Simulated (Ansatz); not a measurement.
Cost and result for the atomization energy of `CC(=N)BO` (11 atoms, 10 bonds).

| atom | x (Å) | y (Å) | z (Å) |
| --- | --- | --- | --- |
| C1 | 1.1312 | -0.6937 | -0.1963 |
| C2 | 0.2206 | 0.4991 | -0.1967 |
| N3 | 0.5525 | 1.6645 | -0.5988 |
| B4 | -1.2610 | 0.3542 | 0.3259 |
| O5 | -1.6564 | -0.8664 | 0.7557 |
| H6 | 1.2347 | -1.0947 | 0.8162 |
| H7 | 0.7041 | -1.5002 | -0.7992 |
| H8 | 2.1218 | -0.4440 | -0.5843 |
| H9 | 1.5257 | 1.6759 | -0.9219 |
| H10 | -2.0062 | 1.2918 | 0.3400 |
| H11 | -2.5670 | -0.8865 | 1.0594 |

Total charge 0; spin multiplicity 1. The geometry is a stationary point of PBE0-D4/def2-TZVP. It is one conformer, not always the lowest. Program: Ansatz. All runs use 4 threads of an Arm Neoverse V1 on a shared host. Times are those of one run each, without the atoms' runs, and a repeat can differ threefold. Electronic energies, without spin–orbit coupling; frozen cores. CCSD(T)/CBS adds CCSD(T) − MP2 in def2-TZVPP to the MP2 limit, and its time is that of the two runs behind it. T1 = 0.013; the RHF reference is unstable towards UHF. B3LYP takes the VWN-RPA correlation (the form of Gaussian; ORCA's B3LYP/G).

CCSD(T)/CBS is a level of theory with its own doubt, some kJ/mol a heavy atom from the limit and from the frozen cores, so smaller differences don't rank the functionals.

```json
{"level": "PBE-D4/def2-TZVPP (with forces)", "functions": "239", "wall time": "2.1 s"}
{"level": "PBE0-D4/def2-TZVPP", "functions": "239", "wall time": "2.1 s"}
{"level": "B3LYP-D4/def2-TZVPP (with forces)", "functions": "239", "wall time": "3.5 s"}
{"level": "r2SCAN-D4/def2-TZVPP (with forces)", "functions": "239", "wall time": "3.9 s"}
{"level": "B2PLYP/def2-TZVPP", "functions": "239", "wall time": "4.6 s"}
{"level": "ωB97X-V/def2-TZVPP", "functions": "239", "wall time": "6 s"}
{"level": "ωB97M-V/def2-TZVPP (with forces)", "functions": "239", "wall time": "9 s"}
{"level": "MP2/def2-QZVPP", "functions": "465", "wall time": "23 s"}
{"level": "CCSD(T)/def2-TZVPP", "functions": "239", "wall time": "110 s"}
{"level": "CCSD(T)/CBS(def2)", "functions": "–", "wall time": "2.3 min"}
```

**Question.** What atomization energy does each give, and how far from CCSD(T)/CBS? (An estimate is asked.)

**Answer.** Computed: 
| level | atomization (kJ/mol) | difference from CCSD(T)/CBS | per bond |
| --- | --- | --- | --- |
| PBE-D4/def2-TZVPP (with forces) | 4573.3 | 135.1 | 13.5 |
| PBE0-D4/def2-TZVPP | 4469.5 | 31.3 | 3.1 |
| B3LYP-D4/def2-TZVPP (with forces) | 4465.2 | 27.0 | 2.7 |
| r2SCAN-D4/def2-TZVPP (with forces) | 4457.2 | 19.0 | 1.9 |
| B2PLYP/def2-TZVPP | 4417.9 | -20.3 | -2.0 |
| ωB97X-V/def2-TZVPP | 4453.6 | 15.4 | 1.5 |
| ωB97M-V/def2-TZVPP (with forces) | 4468.8 | 30.6 | 3.1 |
| MP2/def2-QZVPP | 4479.8 | 41.6 | 4.2 |
| CCSD(T)/def2-TZVPP | 4324.5 | -113.7 | -11.4 |
| CCSD(T)/CBS(def2) | 4438.2 | 0.0 | 0.0 |

The D4 term adds +28.7 kJ/mol with B3LYP and +15.1 kJ/mol with PBE0; it sums over pairs of atoms, weighted by their polarisabilities, and B3LYP, whose exchange is more repulsive, gets the larger term. In def2-TZVPP, CCSD(T) changes the Hartree–Fock value by +1118.3 kJ/mol (the triples alone add +71.7 kJ/mol) and MP2 by +1206.3 kJ/mol; breaking electron pairs costs correlation energy, which Hartree–Fock lacks. From PBE to PBE0 (25 % exact exchange), in def2-TZVPP and without D4, the atomization energy moves by −100.9 kJ/mol: exact exchange takes away binding that semilocal exchange gives to molecules.
